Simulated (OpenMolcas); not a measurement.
**Computed levels of Nd IV**

```json
{
  "Program": "OpenMolcas",
  "Method": "CASSCF",
  "Basis": "ANO-RCC-VTZP [8s7p5d3f2g1h]",
  "Scalar Hamiltonian": "DKH2, point nucleus",
  "Active space": "3 electrons in 7 orbitals (4f)",
  "State averaging": "2S+1 = 4 odd, 35 roots (21 in the spin-orbit step); 2S+1 = 2 odd, 112 roots (35 in the spin-orbit step)",
  "Spin-orbit coupling": "RASSI with atomic mean-field integrals over the reference wave functions, term energies averaged over their components"
}
```

With spin-orbit coupling, above the lowest level:

| Configuration | Term | J | E (cm-1) | Measured (cm-1) | g | Term weight % |
| --- | --- | --- | --- | --- | --- | --- |
| 4f3 | 4I* | 9/2 | 0.0 | 0.0 | 0.731 | 98 |
| 4f3 | 4I* | 11/2 | 1986 | 1897 | 0.966 | 99 |
| 4f3 | 4I* | 13/2 | 4140 | 3907 | 1.107 | 100 |
| 4f3 | 4I* | 15/2 | 6398 | 5989 | 1.199 | 99 |
| 4f3 | 2H* | 9/2 | 16056 | 12800 | 0.956 | 79 |
| 4f3 | 4F* | 3/2 | 16366 | 11698 | 0.399 | 100 |
| 4f3 | 4F* | 5/2 | 17161 | 12748 | 1.029 | 100 |
| 4f3 | 4F* | 7/2 | 17970 | 13720 | 1.214 | 93 |
| 4f3 | 4S* | 3/2 | 18274 | 13792 | 2.002 | 100 |

Against the 8 measured excited levels shown (the list in Arab et al., J. Quant. Spectrosc. Radiat. Transfer 229, 145 (2019) and Gaigalas et al. (2019), from Wyart et al. (2007)) the mean absolute deviation is 2700 cm-1; the largest miss in energy is 4f3 4F* 3/2: computed 16366, measured 11698 cm-1 (+39.9 %).

Spin-orbit coupling puts the lowest level 3714 cm-1 below the lowest spin-free term.

For 4I* the intervals divided by the larger J are 361.1, 331.4, 301.1 cm-1. Landé's interval rule makes them equal in pure LS coupling; they differ by 18 % of their mean. The multiplet is regular.

High states are left out of the spin-orbit mixing, which shifts the levels that they would mix with. Without dynamic correlation excited terms often stand tens of per cent too high (terms of higher spin than the ground term too low), and those without a measured partner can miss by more than the paired ones. Measured partners are found by configuration, term and J. A level has none where our copy of the source lacks it or the pairing is in doubt (some pairs that miss far off the trend of their configuration count as doubtful), and it then counts in no deviation. Levels of configurations outside the active space are missing. The first state left out of the spin-orbit step lies near 23000 cm-1 above the lowest spin-free state of the reference (among the parities and spins computed), and the list stops at four fifths of that energy or lower.

The RASSCF and RASSI steps took 30 s on 1 thread of Arm Neoverse V1, on a shared host; the integral step is not counted.

The term weight is that of the spin-free term in the level, not the purity of its configuration. * marks odd parity.
